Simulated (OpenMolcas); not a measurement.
## Tm2+ in a ligand field

Tm2+ with 8 ligands (chloride) in square antiprismatic coordination (D4d) at 2.92 Å, a polar angle of 59.0° against the regular 57.3°. A charge of +0.75 e stands 2.8 Å behind each ligand. Ligand basis ANO-RCC-VDZP.

| Property | Result |
| --- | --- |
| Program | OpenMolcas 26.06 |
| Method | CASSCF |
| Basis | ANO-RCC-VDZP [7s6p4d2f1g] |
| Scalar Hamiltonian | DKH2, point nucleus |
| Active space | 13 electrons in 7 orbitals (4f) |
| State averaging | 2S+1 = 2 odd, 7 roots |
| Spin-orbit coupling | state interaction with AMFI integrals over the reference wave functions |

The lowest spin-free states, above the lowest:

| State | Degeneracy | E (cm-1) |
| --- | --- | --- |
| 2S+1 = 2 | 2 | 0.0 |
| 2S+1 = 2 | 2 | 67.5 |
| 2S+1 = 2 | 1 | 206.4 |
| 2S+1 = 2 | 2 | 206.9 |

The lowest levels with spin-orbit coupling:

```csv
E (cm-1),Degeneracy,2S+1,g
0.0,2,2,0.00 0.00 8.00
58.4,2,2,0.00 0.00 5.70
168.7,2,2,0.00 0.00 3.41
209.5,2,2,1.14 4.57 4.57
8834,2,2,0.00 0.00 4.28
8931,2,2,0.00 0.00 2.58
9028,2,2,0.86 2.57 2.57
```

Powder χT (cm3 K/mol): 2.03 at 2 K, 2.13 at 10 K, 2.4 at 50 K, 2.48 at 100 K, 2.54 at 200 K, 2.56 at 300 K. The effective moment at 300 K is 2.828 √(χT) = 4.52 μB.

Hund's rules give f13 the level 2F7/2 with g = 1.143, so an isolated free-ion multiplet has χT = g² J(J+1) / 8 = 2.571 cm3 K/mol. The computed 2.558 at 300 K differs by -1 %, through the field's splitting, the mixing of terms and any other multiplet in reach.

Stevens parameters of the J = 7/2 multiplet, which is 210 cm-1 wide (cm-1, z along the main axis): B20 = -5.934e+00, B40 = 3.357e-02, B60 = 1.075e-03.

Metal share of the active 4f orbitals (Löwdin): 100, 100, 100, 100, 100, 100, 100 %; Mulliken charge of the metal 1.83.

Without dynamic correlation the ligand-field splitting of an f shell can come out too small, at times by half. No measured value stands beside these numbers; the geometry is a model, was not optimised and need not be the one that this ion takes.

A state without a sure symmetry label is named by its multiplicity alone.
